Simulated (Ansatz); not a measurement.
Input for Ansatz (a program for electronic structure): U-MP2/cc-pV(T+d)Z on H3OSi (SMILES [O][SiH3]), 2S+1 = 2, atoms moved off the minimum. Files ending in .json are basis or fitting sets from the Basis Set Exchange.

Ansatz 0.2 input:
```yaml
crystal:
  periodic: [false, false, false]
  atoms:
    - {symbol: O, position_ang: [1.23083452, -0.04355775, 0.03093604]}
    - {symbol: Si, position_ang: [-0.39942640, 0.07856180, 0.00942608]}
    - {symbol: H, position_ang: [-1.02364203, 1.37368462, -0.26324646]}
    - {symbol: H, position_ang: [-0.78697865, -0.48090968, 1.58098546]}
    - {symbol: H, position_ang: [-1.05238850, -0.90149483, -0.89673317]}
basis:
  gaussian:
    orbitals: cc-pV_T+d_Z.json
magnetization: {spin_polarized: true, initial_magnetization: 1}
correlation: {method: mp2, electrons: outside_noble_gas}
scf: {omitted_lower_state_checks: [cluster_reference]}
output: {forces: true}
```

The head of its log:

```
WARN ansatz: RAYON_NUM_THREADS=1 ignored (pool sized by the plan → 1); use --threads N
Functional definition: HF
these checks for a lower state are left out or cut short: cluster_reference
integrals: 0.07 GiB planned
642 factors; integrals over basis functions are off by at most 1.4e-3 eV
mean field: 0.24 GiB planned
mean field evaluation 1: about -9940.1420 eV, gradient 3.1e1 eV
mean field evaluation 2: about -9940.1448 eV, gradient 3.1e1 eV
mean field evaluation 4: about -9945.9495 eV, gradient 6.4e0 eV
mean field evaluation 8: about -9947.1045 eV, gradient 4.4e-1 eV
mean field evaluation 16: about -9947.1154 eV, gradient 3.8e-6 eV
mean field evaluation 32: about -9946.4518 eV, gradient 6.6e0 eV
mean field evaluation 64: about -9947.1145 eV, gradient 6.4e-2 eV
mean field -9947.11536340 eV, -365.5497472081 hartree, gradient 7.8e-6 eV, S^2 0.761063; 5 other end points of the search recorded, 0 dependent functions left out
6 core orbitals not correlated
reference -9947.11536340 eV, -365.5497472081 hartree; 7, 6 occupied and 98, 99 virtual orbitals, 642 factors
densities: 0.26 GiB planned
```

Problem. Give the final energy of this run.

Solution. -365.8663 hartree.
